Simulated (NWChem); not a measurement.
# C3H5Cl; SMILES ClC1CC1

Computed with NWChem. Medium grid unless said otherwise, to which SCAN and Minnesota functionals are sensitive. Coordinates come from a PBE0/def2-SVP optimisation. Hybrids' shares of exact exchange are those that their runs print; pure functionals count as 0. The functionals differ in more than this share.

```csv
row,share of exact exchange,orbital gap (eV)
PBE/def2-SVP,0.00,6.44
BP86/def2-SVP,0.00,6.47
TPSSh/def2-SVP,0.10,7.71
B3LYP/def2-SVP,0.20,8.41
r2SCAN0/def2-SVP,0.25,9.32
M05-2X/def2-SVP,0.56,withheld
Hartree-Fock/def2-SVP,1.00,15.69
```

**Question.** Fit a straight line of the last column on the one before it, predict the withheld value, and compare with the run.

**Answer.** 
1. Means of the 6 shown rows: x = 0.258, y = 9.007. Slope Σ(x − x̄)(y − ȳ)/Σ(x − x̄)² = 6.513/0.7121 = 9.146; intercept 6.644.
2. The shown rows scatter about the line by 0.208 (root mean square); the largest residual is +0.39, at r2SCAN0/def2-SVP.
3. At x = 0.56 (M05-2X/def2-SVP; inside the shown range) the line gives 11.77.
4. The run gives 11.53, -0.24 from the line, 1.2 times the scatter.
